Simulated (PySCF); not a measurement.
# One molecule, several mistakes: GeH6NOSi cation

These are calculations, not measurements. The program is PySCF 2.14.0, an open-source quantum chemistry code, run on an isolated molecule that a program drew, which may never have been made. The molecule is GeH6NOSi cation (charge +1, singlet), drawn as the SMILES string `[NH2][GeH+][O][SiH3]`.

Each row is a Hartree-Fock (HF) and frozen-core CCSD(T) single point in the cc-pV(D+d)Z basis, meant for a local HF minimum. Run 1 is clean. Each other run has one planted mistake out of seven kinds, and not every kind appears here: one electron removed, one electron added, multiplicity raised by two, geometry at a saddle point, minimal basis STO-3G, one bond length entered in bohr, all coordinates scaled. The reference is restricted for singlets and unrestricted otherwise, and also for a bond in bohr. Adding or removing an electron swaps singlet and doublet. Electrons count all cores. HOMO and LUMO are orbital energies over both spins, the gradient is its largest component, and the lowest frequency (negative if imaginary) is given only where the gradient is small. Bond lengths are over the 9 bonds as drawn. T1 is the CCSD diagnostic: over 0.02 (restricted) or 0.045 (unrestricted) a single reference is doubtful. Germanium has the cc-pVDZ-PP basis, with a core potential (ECP10MDF) in place of its 10 inner electrons, and its 3s, 3p and 3d shells are frozen in CCSD(T).

Geometry of the clean run:
```xyz
10
GeH6NOSi cation, angstrom
N    -0.1947   -2.1495   -2.0250
Ge    0.8511   -1.5674   -0.7843
O     0.4131   -0.1125   -0.0760
Si    0.6370    1.1788    1.0337
H    -0.0341   -3.0087   -2.5203
H    -1.0196   -1.6503   -2.3108
H     2.0816   -2.3138   -0.3593
H     1.8693    0.8736    1.7768
H    -0.5506    1.1744    1.8929
H     0.7618    2.3885    0.2153
```

| run | electrons | basis functions | <S^2> | HOMO (eV) | LUMO (eV) | gradient (hartree/bohr) | lowest frequency (cm^-1) | mean bond (Å) | longest bond (Å) | T1 | HF (hartree) | CCSD(T) (hartree) | mistake |
|---|---|---|---|---|---|---|---|---|---|---|---|---|---|
| 1 | 66 | 104 | 0.000 | -16.78 | -3.53 | 1.9e-05 | 40 | 1.4479 | 1.724 | 0.0162 | -714.93683 | -715.52752 | no fault |
| 2 | 66 | 104 | 2.039 | -11.57 | -6.60 | 1.2e-01 | - | 1.4479 | 1.724 | 0.0297 | -714.77923 | -715.33547 | multiplicity raised by two |
| 3 | 66 | 104 | 0.000 | -17.37 | -3.06 | 1.1e-01 | - | 1.3118 | 1.562 | 0.0120 | -714.81074 | -715.37658 | all coordinates scaled |
| 4 | 67 | 104 | 0.769 | -4.97 | 3.02 | 7.7e-02 | - | 1.4479 | 1.724 | 0.0140 | -715.09223 | -715.68880 | ? |
| 5 | 66 | 104 | 0.822 | -13.31 | -3.57 | 9.7e-03 | - | 1.5933 | 2.780 | 0.0459 | -714.81952 | -715.40116 | ? |

**Which mistake was planted in run 4, and what did it cost?**

It counts 67 electrons, one more than the clean run, at the same geometry and basis. So the mistake is: one electron added. Subtracting run 1 and multiplying by 627.51 kcal/mol a hartree, the energy moved by -97.5 kcal/mol in HF and -101.2 kcal/mol in CCSD(T).

**Which mistake was planted in run 5, and what did it cost?**

The mean bond changes by a factor of 1.100 and the longest by 1.613, so the molecule wasn't scaled as a whole. A length L in bohr read as angstrom grows by (1/0.5292 - 1) L = 0.890 L. The 9 bonds together grew by 9 x 0.1454 = 1.309 Å, which gives L = 1.471 Å. That is the length of one of the H-Si bonds, 1.471 Å in the clean geometry. So the mistake is: one bond length entered in bohr. Subtracting run 1 and multiplying by 627.51 kcal/mol a hartree, the energy moved by 73.6 kcal/mol in HF and 79.3 kcal/mol in CCSD(T).

Cautions from the logs. Run 5: T1 is over the limit, so its CCSD(T) energy is less reliable.
